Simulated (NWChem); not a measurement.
Molecule: CH₆F₂Si₂; SMILES FC[SiH2][SiH2]F

```xyz
11

F      0.4146    -2.9310    -0.0221
C      0.6529    -1.6162     0.3131
Si    -0.7870    -0.5113    -0.2707
Si    -0.3311     1.7267     0.2744
F      1.1370     2.0968    -0.3427
H      1.5978    -1.2851    -0.1538
H      0.7846    -1.5388     1.4074
H     -2.0550    -0.9309     0.4027
H     -0.9525    -0.6533    -1.7487
H     -0.2684     1.9341     1.7526
H     -1.3352     2.6648    -0.3079
```
Atoms are numbered in this order, from 1.

Computed with NWChem. Medium grid unless said otherwise, to which SCAN and Minnesota functionals are sensitive. All runs use the structure optimised with PBE0/def2-SVP. Hybrids' shares of exact exchange are those that their runs print; pure functionals count as 0. The functionals differ in more than this share.

| row | share of exact exchange | highest occupied level (eV) |
|---|---|---|
| PBE/def2-SVP | 0.00 | -6.83 |
| PW91/def2-SVP | 0.00 | -6.89 |
| TPSSh/def2-SVP | 0.10 | -7.57 |
| B3LYP/def2-SVP | 0.20 | -8.00 |
| PW6B95/def2-SVP | 0.28 | -8.35 |
| MN15/def2-SVP | 0.44 | -8.88 |
| BHandHLYP/def2-SVP | 0.50 | withheld |

**Question.** Fit a straight line of the last column on the one before it, predict the withheld value, and compare with the run.

**Answer.** 
1. Means of the 6 shown rows: x = 0.170, y = -7.753. Slope Σ(x − x̄)(y − ȳ)/Σ(x − x̄)² = -0.6938/0.1486 = -4.669; intercept -6.960.
2. The shown rows scatter about the line by 0.114 (root mean square); the largest residual is -0.14, at TPSSh/def2-SVP.
3. At x = 0.50 (BHandHLYP/def2-SVP; beyond the shown range) the line gives -9.29.
4. The run gives -9.49, -0.20 from the line, 1.7 times the scatter.
